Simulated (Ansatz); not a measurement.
Reaction (cleavage of the B–B bond): `BBCC` + `O[SiH3]` → `CCBO[SiH3]` + BH₃

Isolated molecules relaxed with PBE0-D4/def2-TZVP in Ansatz; ΔE leaves out vibrations. CCSD(T)/CBS adds triple-zeta CCSD(T) − MP2 to the extrapolated MP2 energy (def2 sets, frozen cores). This one scheme is used for every species. Functionals use def2-TZVPP. One conformer a species, not always the lowest.

`BBCC`:

Z-matrix (Å, degrees):
```
C
B 1 1.563
C 1 1.523 2 118.3
H 1 1.101 2 106.5 3 -125.5
H 1 1.101 2 106.4 3 125.4
B 2 1.639 1 129.0 3 -0.1
H 2 1.210 1 115.9 3 179.9
H 3 1.093 1 111.1 2 59.7
H 3 1.093 1 111.1 2 -59.7
H 3 1.093 1 112.2 2 180.0
H 6 1.201 2 122.2 1 -91.6
H 6 1.201 2 122.2 1 91.6
```

`O[SiH3]`:

Z-matrix (Å, degrees):
```
Si
O 1 1.648
H 1 1.489 2 111.7
H 1 1.489 2 111.7 3 120.9
H 1 1.481 2 105.9 3 -119.6
H 2 0.957 1 117.9 3 -60.5
```

`CCBO[SiH3]`:

Cartesian coordinates in Å:
```
C -1.405 0.023 -2.035
C -1.152 -0.440 -0.604
B 0.255 -0.086 -0.023
O 0.428 0.031 1.317
Si 1.764 0.335 2.241
H -2.366 -0.330 -2.415
H -0.627 -0.341 -2.711
H -1.407 1.114 -2.105
H -1.210 -1.540 -0.562
H -1.939 -0.093 0.074
H 1.218 0.058 -0.741
H 2.959 0.527 1.378
H 1.973 -0.817 3.150
H 1.508 1.560 3.037
```

BH₃:

Z-matrix (Å, degrees):
```
B
H 1 1.193
H 1 1.193 2 120.0
H 1 1.193 2 120.0 3 180.0
```

CCSD(T)/CBS gives -1.50 eV.

Problem. Another level gave -1.30 eV. Which?
A. PBE0/def2-TZVPP
B. revPBE-D4/def2-TZVPP
C. B2PLYP/def2-TZVPP
D. BLYP/def2-TZVPP

Solution. B. revPBE-D4 -1.30, B2PLYP -1.52, PBE0 -1.35, BLYP -1.40 eV.

Largest T1 diagnostic among the species: 0.011.

From r2SCAN to r2SCAN0 (25 % exact exchange), in def2-TZVPP and without D4, ΔE moves by −0.05 eV. Leaving LDA and LC-ωPBE aside and taking each functional with its dispersion term where it has one, the values, not all of them listed here, spread over 0.29 eV, from BHLYP-D4 to PBE-D4.
